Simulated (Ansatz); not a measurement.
Total energies of [(OH)2Al]2NH (Al₂NO₄H₅) from Ansatz at PBE0-D4/def2-TZVP, gas phase (1 Eh = 27.2114 eV = 2625.5 kJ/mol). The reference geometry is relaxed at B3LYP-D4/def2-SVP.

| state | geometry | energy (Eh) |
| --- | --- | --- |
| charge 0 singlet | reference | -843.41303 |
| charge 1 doublet | reference | -843.07564 |
| charge 1 doublet | relaxed at B3LYP-D4/def2-SVP | -843.12968 |
| free Al atom (doublet) | – | -242.24894 |
| free O atom (triplet) | – | -75.01860 |
| free N atom (quartet) | – | -54.54382 |
| free H atom (doublet) | – | -0.50104 |

(1) Work out the vertical ionisation energy to the doublet.

(2) How much does the charge 1 doublet relax, and what is the adiabatic ionisation energy?

(3) What is the binding energy per atom against free atoms?

(1) E(charge 1 doublet) − E(charge 0 singlet) = -843.07564 − (-843.41303) = 0.33739 Eh = 9.18 eV. For comparison, −ε of the highest occupied level is 7.18 eV at this level, 2.00 eV less.

(2) Relaxation: -843.07564 − (-843.12968) = 0.05404 Eh = 1.47 eV. Adiabatic ionisation energy: 0.28335 Eh = 7.71 eV, without zero-point energy. Bonds change on the way (0 lost, 1 formed), so the relaxed form is another species. 

(3) Atoms: 2 × (-242.24894) + 4 × (-75.01860) + 1 × (-54.54382) + 5 × (-0.50104) = -841.62130 Eh. Binding: -841.62130 − (-843.41303) = 1.79173 Eh = 48.76 eV, or 4.06 eV for each of 12 atoms (no zero-point energy, no counterpoise term).
